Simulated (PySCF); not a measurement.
Al(H)(NHMe)2 (C2H9AlN2), SMILES C[NH][AlH][NH]C.

Geometry optimised at TPSSh-D3(BJ)/def2-SVP. The structure was generated by enumeration; whether it is a known compound was not checked. The values are those of a single conformer.

Method: B3LYP/def2-TZVP (PySCF).

The total energy comes out as -433.72673 hartree, the point group is Cs and the highest occupied level comes out as -6.03 eV. The lowest empty level is 0.12 eV. The orbital gap is 6.14 eV and the dipole moment is 1.08 D. The quadrupole, principal values (traceless, Buckingham form, about the centre of nuclear charge) is -2.59, -1.67, 4.25 D·Å, the mean static polarisability comes out as 68.8 bohr³ (10.20 Å³) and the polarisability, principal values is 56.3, 66.3, 83.9 bohr³.
